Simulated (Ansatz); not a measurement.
Basis sets compared for GaH2(CCH) (C₂H₃Ga). Charge 0, multiplicity 1. Geometry PBE-D4/def2-TZVP. Ansatz on 4 threads of Arm Neoverse V1 on a shared host; times are rough, and most runs start from earlier orbitals.

```
atom   x (Å)   y (Å)   z (Å)
 Ga1   1.287   0.189   0.034
  H2   1.832   1.607  -0.356
  H3   2.198  -1.014   0.463
  C4  -0.613  -0.092  -0.017
  C5  -1.821  -0.268  -0.048
  H6  -2.883  -0.423  -0.076
```

Binding counts from free atoms (Ga doublet, H doublet, C triplet) in the same basis, without a counterpoise term.

```
           level  functions  energy (Eh)  HOMO (eV)  LUMO (eV)  binding per atom (eV)  wall time
 PBE-D4/def2-SVP         75   -2002.0785      -6.64      -2.75                   3.68     0.45 s
PBE0-D4/def2-SVP         75   -2002.1260      -7.85      -1.95                   3.62      0.7 s
```

Q: Estimate the rows for PBE-D4/def2-TZVP, PBE0-D4/def2-TZVP.

A: 
```tsv
level	functions	energy (Eh)	HOMO (eV)	LUMO (eV)	binding per atom (eV)	wall time
PBE-D4/def2-TZVP	128	-2002.4142	-6.72	-2.81	3.67	0.85 s
PBE0-D4/def2-TZVP	128	-2002.4591	-7.91	-2.00	3.60	1.4 s
```
